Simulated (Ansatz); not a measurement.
The same path of BFH7NSi (11 atoms, charge 0, multiplicity 1) was run twice with different band settings. Lost on the way: B1–F2, N5–H11. Made: F2–H11.

The calculation used RKS B3LYP/6-31G* (Ansatz).

Relaxed end points:

```xyz
11
Properties=species:S:1:pos:R:3
B 0.126 -0.362 -0.005
F -0.863 0.617 -0.003
H 1.252 0.053 0.213
H 0.043 -1.183 -0.896
N -0.225 -1.275 1.400
H -1.068 -1.823 1.221
Si 1.202 -2.273 1.913
H 1.825 -2.829 0.698
H 2.101 -1.369 2.660
H 0.719 -3.366 2.796
H -0.479 -0.583 2.110
```

```xyz
11
Properties=species:S:1:pos:R:3
B 0.394 -0.703 -0.378
F -0.824 0.323 2.452
H 1.366 -0.024 -0.234
H -0.328 -0.583 -1.324
N 0.077 -1.660 0.618
H -0.719 -2.263 0.420
Si 1.147 -2.187 1.942
H 1.898 -3.404 1.532
H 2.080 -1.078 2.226
H 0.317 -2.526 3.123
H -0.775 -0.286 1.731
```

Common settings: movable images 7; climbing image yes; spring 5.0 eV/Å²; optimiser quadratic models (default); force threshold 0.05 eV/Å; iteration limit 60; end points relaxed.

| run | start path |
| --- | --- |
| 1 | through a guess of the saddle point |
| 2 | straight line |

Q: What does each run give, and how far can it be trusted?

A: Run 1: converged after 30 iterations, highest image 1.302 eV above the first end. A vibrational analysis at the climbing image gives one clearly imaginary mode, 694i cm⁻¹: a first-order saddle point.
Run 2: converged after 12 iterations, highest image 1.303 eV above the first end. Another band between the same ends (7 images) ends at a top of the same energy, where a vibrational analysis finds 1 clearly imaginary mode.
The orbitals stay closed-shell, which can raise the energy where a bond breaks towards radicals; this wasn't checked here.
